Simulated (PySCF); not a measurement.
Geometries of 2 isomers of C2H3F3Se, from PBE0-D3(BJ)/def2-SVP geometry optimisation, gas phase (PySCF 2.14.0). One conformer each, no zero-point energy, no frequencies.

Question: Which isomer lies lower at this level?
A.
```xyz
9
angstrom
C     -1.440    0.109   -0.166
Se    -0.074   -1.167   -0.690
C      1.388   -0.163    0.120
F      2.525   -0.811   -0.104
F      1.495    1.065   -0.387
F      1.237   -0.025    1.436
H     -1.475    0.194    0.927
H     -1.241    1.083   -0.628
H     -2.396   -0.286   -0.535
```
B.
```xyz
9
angstrom
F     -0.715    1.351   -0.726
C     -0.911    0.250    0.006
F     -1.263    0.634    1.230
F     -1.950   -0.403   -0.527
C      0.307   -0.640    0.010
Se     1.916    0.186    0.726
H      0.482   -1.001   -1.011
H      0.096   -1.508    0.650
H      2.051    1.139   -0.386
```

Answer: B. That is `FC(C[SeH])(F)F`, 9.5 kcal/mol below the other.

```
        SMILES                 atoms numbered as above       E (Eh)  relative (kcal/mol)  relative (kJ/mol)  dipole (D)
FC(F)(F)C[SeH]  [F:1][C:2]([F:3])([F:4])[CH2:5][SeH:6]  -2777.88015                  0.0                0.0        1.65
 C[Se]C(F)(F)F   [CH3:1][Se:2][C:3]([F:4])([F:5])[F:6]  -2777.86507                  9.5               39.6        2.01
```
